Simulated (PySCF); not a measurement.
CH8Ge2.
Geometry (PBE0-D3(BJ)/def2-SVP, Å), atoms numbered from 1 in this order:
```xyz
11
CH8Ge2 angstrom
C     -1.5566    0.6630    0.0265
Ge    -0.3544   -0.8823   -0.0007
Ge     1.9585   -0.1682    0.0790
H     -2.6040    0.3307   -0.0160
H     -1.3602    1.3155   -0.8362
H     -1.4103    1.2457    0.9472
H     -0.6523   -1.7980    1.2057
H     -0.5921   -1.7052   -1.2849
H      2.2875    0.7334   -1.1276
H      2.2277    0.6419    1.3630
H      2.9228   -1.3695    0.0585
```

Method: EOM-IP-CCSD/aug-cc-pVDZ in PySCF, restricted Hartree–Fock reference, 19 core orbitals frozen, non-relativistic, gas phase, PBE0-D3(BJ)/def2-SVP geometry.

Hartree–Fock orbital energies give these Koopmans values (eV): HOMO 10.34, HOMO-1 11.87, HOMO-2 12.20, HOMO-3 12.83, HOMO-4 12.94, HOMO-5 15.26, HOMO-6 15.35, HOMO-7 18.12.

**Question.** What vertical ionisation energies does EOM-IP-CCSD give?

**Answer.** 
```
leading hole (HF orbital)  Koopmans (eV)  EOM-IP-CCSD (eV)  change (eV)  one-hole share
                     HOMO          10.34              9.88        -0.46            0.96
                   HOMO-1          11.87             11.09        -0.78            0.95
                   HOMO-2          12.20             11.46        -0.74            0.94
                   HOMO-3          12.83             12.10        -0.73            0.94
                   HOMO-4          12.94             12.20        -0.74            0.94
                   HOMO-5          15.26             14.20        -1.06            0.95
                   HOMO-6          15.35             14.29        -1.06            0.95
                   HOMO-7          18.12             16.50        -1.62            0.86
```

**Question.** Does the order of the lines follow the orbital energies?

**Answer.** Yes, no two lines change places. The corrections run from -1.62 to -0.46 eV, with a mean of -0.90 eV over the 8 lines; no line lies above its Koopmans value. Koopmans values leave out both the relaxation of the orbitals and the change in correlation energy.

**Question.** At what kinetic energies would He I light (21.22 eV) eject these electrons?

**Answer.** 11.34 eV (HOMO), 10.13 eV (HOMO-1), 9.76 eV (HOMO-2), 9.12 eV (HOMO-3), 9.02 eV (HOMO-4), 7.02 eV (HOMO-5), 6.93 eV (HOMO-6), 4.72 eV (HOMO-7).

**Question.** What total energy has the lowest final state, and which wavelength reaches it?

**Answer.** E(CCSD) + ionisation energy = -4193.67467 + 0.36318 = -4193.31149 Eh, at the geometry of the initial state. The threshold wavelength is 1239.84 eV nm/9.88 eV = 125.5 nm.

Lines less than 0.15 eV apart could change places at a higher level. One root was sought for each valence orbital with −ε under 21 eV, eight at most, so deeper holes and satellites are missing; no vibrational structure.

The run took 13 min on an Arm Neoverse N1 with one thread, no GPU (shared host).
